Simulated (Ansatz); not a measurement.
Consider the cleavage of the Ge–Ge bond: `[CH3][GeH]([F])[GeH3]` + `BN` → `B[NH][GeH3]` + `[CH3][GeH2][F]`.

Computed with Ansatz on PBE0-D4/def2-TZVP structures; ΔE is electronic, products minus reactants. CCSD(T)/CBS is the MP2 limit (def2-TZVPP, def2-QZVPP) plus CCSD(T) − MP2 in def2-TZVPP, frozen cores. This one scheme is used for every species. For Ge outer-core shells are correlated without core-valence functions, which leaves a few kJ/mol of doubt a bond. Scalar relativity is left out up to krypton.

`[CH3][GeH]([F])[GeH3]`:

```xyz
11

C     1.622   -0.147   -0.840
Ge    0.440   -0.079    0.701
F     0.851    1.402    1.549
Ge   -1.920    0.103    0.165
H     1.440    0.711   -1.489
H     1.449   -1.063   -1.407
H     2.660   -0.128   -0.507
H     0.746   -1.207    1.708
H    -2.157    1.323   -0.738
H    -2.756    0.246    1.444
H    -2.375   -1.161   -0.587
```

`BN`:

Z-matrix (Å, degrees):
```
B
N 1 1.385
H 1 1.197 2 119.0
H 1 1.197 2 119.0 3 -180.0
H 2 1.006 1 123.2 3 -0.0
H 2 1.006 1 123.2 3 180.0
```

`B[NH][GeH3]`:

Cartesian coordinates in Å:
```
B 1.233 -0.389 0.927
N 0.485 -0.434 -0.246
Ge -1.102 0.467 -0.568
H 0.849 0.287 1.841
H 2.248 -1.023 1.007
H 0.828 -1.008 -1.002
H -0.917 1.395 -1.780
H -1.416 1.261 0.702
H -2.208 -0.556 -0.881
```

`[CH3][GeH2][F]`:

Cartesian coordinates in Å:
```
C -0.919 0.489 0.091
Ge 0.808 -0.385 0.021
F 0.919 -1.133 -1.555
H -1.056 0.977 1.058
H -1.713 -0.245 -0.048
H -0.987 1.240 -0.696
H 0.954 -1.534 1.032
H 1.993 0.592 0.097
```

| species | CCSD(T)/CBS(def2) energy (Eh) |
| --- | --- |
| `[CH3][GeH]([F])[GeH3]` | -4294.32605 |
| `BN` | -81.93499 |
| `B[NH][GeH3]` | -2159.24687 |
| `[CH3][GeH2][F]` | -2217.00316 |

(1) Work out ΔE.

Largest T1 diagnostic among the species: 0.013.

Results:

(1) ΔE = (-2159.24687) + (-2217.00316) − (-4294.32605) − (-81.93499) = 0.01101 Eh = +0.30 eV.

From PBE to PBE0 (25 % exact exchange), in def2-TZVPP and without D4, ΔE moves by −0.05 eV. In def2-TZVPP, CCSD(T) changes the Hartree–Fock value by +0.11 eV (the triples alone add +0.01 eV) and MP2 by +0.09 eV.
